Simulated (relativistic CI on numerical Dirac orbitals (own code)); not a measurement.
Sensitivity of the levels of Zn XI to α and to the nuclear radius

Method of calculation: Dirac-Coulomb-Breit CI, separate exchange-only KLI orbitals for each configuration, derivatives by finite differences, unscaled Slater integrals, QED left out (own radial code, finite nucleus).

Configurations in the expansion (outside the closed core [Ne]): 3s2 3p6 3d2, 3s2 3p5 3d3, 3s 3p6 3d3, 3s2 3p6 3d 4s, 3s2 3p6 3d 4p, 3s2 3p6 4s2. Double excitations out of closed p, d and f shells are left out; levels of such configurations are missing from the list, as are those of other unlisted configurations, and high levels can miss mixing partners.

With x = (α/α₀)² − 1 an excitation energy changes as ω = ω₀ + qx; K = 2q/ω₀ is the relative enhancement. Terms are leading LS components, so labels can repeat. The field-shift factor is F = δν/δ⟨r²⟩ for the transition from the lowest level.

Lowest level 3s2 3p6 3d2 3F_2.

```
            Level  ω₀ (cm⁻¹)  q (cm⁻¹)  F (GHz/fm²)
 3s2 3p6 3d2 3F_3       3069      3286       0.0144
 3s2 3p6 3d2 3F_4       6637      6722       0.0296
 3s2 3p6 3d2 1D_2      28788      2847       0.0175
 3s2 3p6 3d2 3P_0      32004      2053        0.011
 3s2 3p6 3d2 3P_1      33200      3488       0.0168
 3s2 3p6 3d2 3P_2      36083      7070       0.0333
 3s2 3p6 3d2 1G_4      45821      4191       0.0555
 3s2 3p6 3d2 1S_0     110958      4695        0.147
3s2 3p5 3d3 5S°_2     526119     15740        0.619
3s2 3p5 3d3 5D°_2     529775     10400        0.627
3s2 3p5 3d3 5D°_3     529996     10320        0.638
3s2 3p5 3d3 5D°_1     530233     11360        0.617
3s2 3p5 3d3 5D°_0     530770     12480        0.612
3s2 3p5 3d3 5D°_4     531496     11660        0.648
3s2 3p5 3d3 5F°_5     540678     12730        0.659
3s2 3p5 3d3 5F°_1     543345     16630        0.598
3s2 3p5 3d3 5F°_4     543795     16630        0.628
3s2 3p5 3d3 5F°_2     544170     17400        0.604
3s2 3p5 3d3 5F°_3     544510     17580        0.613
3s2 3p5 3d3 5G°_6     554690     11250        0.683
3s2 3p5 3d3 5G°_5     560558     16830        0.649
3s2 3p5 3d3 5G°_4     564542     19600        0.626
3s2 3p5 3d3 3F°_2     566126     15230        0.644
```

At this charge energies of transitions that change n are usually good to better than 1 %, and those within a shell (Δn = 0) to a few per cent. Terms inside the open d or f shell come out 10 to 20 % too wide with unscaled integrals.

Problem. Which transition from the lowest level has the largest |K|?

Solution. 3s2 3p6 3d2 3F_3 at 3069 cm⁻¹, K = 2.14.
